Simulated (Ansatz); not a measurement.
Born–Oppenheimer molecular dynamics of HTe (2 atoms, charge 0, multiplicity 2). It starts from a relaxed structure.

The calculation used UKS PBE/def2-TZVP in Ansatz.

```json
{
  "ensemble": "NVE (Milne-controlled integrator)",
  "time step": "0.5 fs",
  "steps asked": "100",
  "starting velocities drawn for": "2000 K",
  "seed": "630794"
}
```

First frame:

```xyz
2
Properties=species:S:1:pos:R:3
Te -0.698 0.204 -0.368
H 0.728 -0.264 0.372
```

(1) What does the run give?

(2) What happens to the structure?

(3) How do temperature and energy run in time?

## Answers

(1) All steps were run.

| Property | Result |
| --- | --- |
| steps done | 100 |
| time covered | 50 fs |
| mean temperature over the second half | 990 K |
| spread of the potential energy over the second half | 15.2 meV per atom |
| mean potential energy of the second half above the start | 21.8 meV per atom |

The conserved energy stayed within 0.018 meV per atom of its start (net change 0.014 meV per atom), so the integration is sound. A run of 0.05 ps of so small a system gives no equilibrium averages.

(2) The same pairs are bonded in the first frame and the last. Pairs count as bonded within 1.25 times the sum of covalent radii (0.12 Å more for H–H). Another seed would give other details.

(3) 
```tsv
time (fs)	T (K)	potential energy less start (eV)	conserved less start (meV/atom)
0.0	2000	0.000	0.00
1.5	1329	0.029	0.00
3.0	169	0.079	0.00
4.5	275	0.074	0.01
6.0	1477	0.023	0.02
7.5	1992	0.000	0.02
9.0	1319	0.029	0.02
10.5	348	0.071	0.01
12.0	9	0.086	0.01
13.5	584	0.061	0.01
15.0	1583	0.018	0.00
16.5	1983	0.001	0.00
18.0	1142	0.037	0.00
19.5	74	0.083	0.00
21.0	427	0.068	0.01
22.5	1633	0.016	0.02
24.0	1954	0.002	0.02
25.5	1165	0.036	0.02
27.0	242	0.076	0.01
28.5	41	0.084	0.01
30.0	728	0.055	0.01
31.5	1708	0.013	0.00
33.0	1934	0.003	0.00
34.5	949	0.045	0.00
36.0	17	0.085	0.00
37.5	601	0.060	0.01
39.0	1765	0.010	0.02
40.5	1888	0.005	0.02
42.0	1008	0.043	0.02
43.5	153	0.080	0.01
45.0	93	0.082	0.01
46.5	879	0.048	0.01
48.0	1815	0.008	0.00
49.5	1853	0.006	0.00
```

Run time: 120 s on 1 CPU thread of a shared host.
